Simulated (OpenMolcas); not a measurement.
**d6 ions of charge +3 down a group with 4 hydroxide ligands in tetrahedral coordination**

```json
{
 "Program": "OpenMolcas 26.06",
 "Method": "CASSCF",
 "Spin-orbit coupling": "state interaction with AMFI integrals over the reference wave functions"
}
```

The d shell is active. Anionic complexes are neutralised by point charges behind the ligands. Distances were set from a Shannon-type radius of the metal (high-spin where two are listed) plus a fixed donor radius (OH 1.33 Å). Ligand basis ANO-RCC-VDZP, DKH2 Hamiltonian. Energies in cm-1 above the lowest state or level, χT in cm3 K/mol. Spin-only χT is S(S+1) / 2 for the spin of the ground state.

```tsv
Ion	Shell	R (Å)	Metal basis	Outer charge (e at Å behind ligand)	Ground state	First state of that spin	First gap with spin-orbit (degeneracies)	χT at 300 K	First state of another spin	Spin-only χT
Co3+	3d6	1.81	ANO-RCC-VDZP	0.25 at 2.8	2S+1 = 5	2704	0.3 (1, 1)	3.219	2S+1 = 3: 18178	3.000
Rh3+	4d6	1.87	ANO-RCC-VDZP	0.25 at 2.6	2S+1 = 5	5399	12.2 (1, 1)	3.081	2S+1 = 3: 4656	3.000
```

The rows also differ in their outer charges, so part of each step comes from that.

Every ion keeps the highest spin of its shell. χT departs most from the spin-only value for Co3+, by +0.219 cm3 K/mol.

Without dynamic correlation the repulsion within the d shell is too large (B by tens of per cent), so at a given field states of lower spin stand too high. Ligand-to-metal charge-transfer states are missing. With no ligand orbital active B as a rule stays too high, so bands that hang on it stand too high and its fall with covalency is understated. With metal d orbitals alone and no dynamic correlation the field as a rule comes out too small, by tens of per cent, by up to half for chloride and softer ligands, and the orbital part of g and χT, which goes as 1/10Dq, too large (holds for Co3+). This shell can be high or low spin here, a state of another spin lies low, and with metal d orbitals alone active their balance is uncertain, so the ground spin may be wrong (holds for Rh3+). The least metal-like active orbital is 75 % on the metal (Löwdin) and no ligand orbital is active, so the numbers are rough (holds for Rh3+). With metal d orbitals alone the field can be off either way by tens of per cent (holds for Rh3+). No measured value stands beside these numbers; the geometry is a model, was not optimised and need not be the one that this ion takes.

A state without a sure symmetry label is named by its multiplicity alone.
